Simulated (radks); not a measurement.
Task: The mean radii <r> (bohr) of the occupied orbitals of an atom or ion are listed with their occupations. Calculated with a radial shooting solver on a logarithmic mesh with Libxc functionals: non-relativistic Kohn-Sham, LB94 model potential, spin-unpolarised, spherical densities, point nucleus.

| orbital | occ. | <r> |
|---|---|---|
| 1s | 2 | 0.07713 |
| 2s | 2 | 0.3656 |
| 2p | 6 | 0.3267 |
| 3s | 2 | 1.165 |
| 3p | 6 | 1.267 |
| 4s | 2 | 3.769 |

Name the element and its charge.

Result: Z = 20, calcium, charge 0: Ca in [Ar] 4s2. The 1s radius gives Z: for a bare nucleus <r> = 1.5/Z, 0.075 bohr for Z = 20, and screening makes it slightly larger (0.07713 here). The occupations add up to 20, and the charge is Z minus that.
